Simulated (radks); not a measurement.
Coulomb parameter of the 4f shell of the samarium ion Sm2+ in the model configuration [Xe] 4f5 6s1, as a second difference U = [E(n + 1) + E(n - 1) - 2 E(n)] / (1)^2 with all orbitals relaxed. "Bare": the charge of the atom changes with n. "Screened": the 6s shell takes up the change at fixed total charge, which measures U(4f,4f) + U(6s,6s) - 2 U(4f,6s). All-electron calculation, scalar-relativistic Kohn-Sham, PBEsol, spin-unpolarised, spherical densities, point nucleus. Program: a radial shooting solver on a logarithmic mesh with Libxc functionals.

case         configuration  E - E(n) (eV)
start         [Xe] 4f5 6s1          0.000
bare +1       [Xe] 4f6 6s1        -16.109
bare -1       [Xe] 4f4 6s1         33.176
screened +1       [Xe] 4f6         -5.122
screened -1   [Xe] 4f4 6s2         12.186

U(bare) = 17.067 eV, U(screened by 6s) = 7.065 eV, against the Slater integral F0(4f,4f) = 27.830 eV with frozen orbitals.
